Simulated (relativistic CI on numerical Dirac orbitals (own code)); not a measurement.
## Hyperfine structure of Ga¹¹⁺, mass number 69

Computed by Dirac-Coulomb-Breit CI, KLI orbitals optimised for each configuration, model QED, unscaled Slater integrals (own radial code, finite nucleus).

CI space (outside the closed core [Ne]): 3s2 3p6 3d2, 3s2 3p5 3d3, 3s 3p6 3d3, 3s2 3p6 3d 4s, 3s2 3p6 3d 4p, 3s2 3p6 3d 4d, 3s2 3p6 4s2, 3s2 3p6 3d 4f, 3s2 3p6 4s 4p, 3s2 3p5 3d2 4s, 3s2 3p6 4p2, 3s2 3p6 3d 5s, 3p6 3d4, 3p5 3d5. Double excitations out of closed p, d and f shells are left out; levels of such configurations are missing from the list, as are those of other unlisted configurations, and high levels can miss mixing partners. These lack a partner that the ground configuration has and come out too high: 3s2 3p5 3d2 4s.

Nuclear spin I = 3/2, μ = 2.01502 μN, Q = 0.171 b (tables of Stone and Pyykkö). The electronic factors are computed for point nuclear moments, without core polarisation or the Bohr-Weisskopf and QED corrections.

```tsv
Level	E (eV)	A (MHz)	B (MHz)
3s2 3p6 3d2 3F_2	0.0000	3877	151
3s2 3p6 3d2 3F_3	0.4815	2457	170
3s2 3p6 3d2 3F_4	1.0316	1884	232
3s2 3p6 3d2 1D_2	3.8825	2445	-211
3s2 3p6 3d2 3P_1	4.4711	108.6	160
3s2 3p6 3d2 3P_2	4.9394	1634	-302
3s2 3p6 3d2 1G_4	6.1632	2522	915
3s2 3p5 3d3 5D°_2	70.0778	4823	951
```

Levels with J = 0, under 50 % of one LS term, or S terms without an open s electron are left out. Small factors come from cancelling terms and can be off by tens of per cent or more.

At this charge energies of transitions that change n are usually good to better than 1 %, and those within a shell (Δn = 0) to a few per cent. Terms inside the open d or f shell come out 10 to 20 % too wide with unscaled integrals.

(1) Give the hyperfine levels of 3s2 3p6 3d2 3F_2 relative to its centre of gravity.

Answers

(1) With K = F(F + 1) − I(I + 1) − J(J + 1), E = AK/2 + B[¾K(K + 1) − I(I + 1)J(J + 1)]/[2I(2I − 1)J(2J − 1)]: F = 1/2: -17320, F = 3/2: -11630, F = 5/2: -2033, F = 7/2: 11670 MHz.

LS names give the leading component of a level, which can be under half, so a name can repeat, a term be missing and a line seem to break the LS rules.
